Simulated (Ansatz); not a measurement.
**Question.** Name a neutral molecule of C, F, Si, Sn and H with HOMO energy (B3LYP/def2-TZVPP) between -8.35 and -8.05 eV and HOMO energy (PBE0/def2-TZVPP) between -8.35 and -8.05 eV (Ansatz, PBE0-D4/def2-TZVP geometry).

**Answer.** `[CH3][Sn]([F])([F])[SiH3]` (-8.11 eV, -8.33 eV). Other molecules can fit too; these were computed, each in one conformer that needn't be the lowest.

B3LYP here is the variant with VWN-RPA as its local correlation; programs differ in this.
